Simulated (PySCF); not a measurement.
Correlation energy of F (fluorine, neutral)

[He] 2s2 2p5, 2P determinant. Computed with PySCF 2.14 in Sapporo-DZP-2012, with the spin-free X2C one-electron Hamiltonian (Gaussian nucleus). Frozen: 1s2; 7 electrons correlated.

MP2 pair energies summed by pair of shells (mhartree):

```
 pair  energy  share (%)
2p-2p  -98.58       64.0
2s-2p  -47.35       30.7
2s-2s   -8.10        5.3
```

Total MP2 correlation energy: -154.04 mhartree.

Same-spin part -40.59 and opposite-spin part -113.45 mhartree; SCS-MP2 scales them by 1/3 and 6/5 to -149.67 mhartree.

```csv
level,correlation energy (mhartree)
CCSD,-165.12
(T),-1.05
CCSD(T),-166.17
```

Diagnostics: T1 = 0.0033, D1 = 0.0062, largest double amplitude 0.047.

Problem. Is a single reference adequate?

Solution. Yes: T1 lies below 0.03 and no double amplitude reaches 0.07.
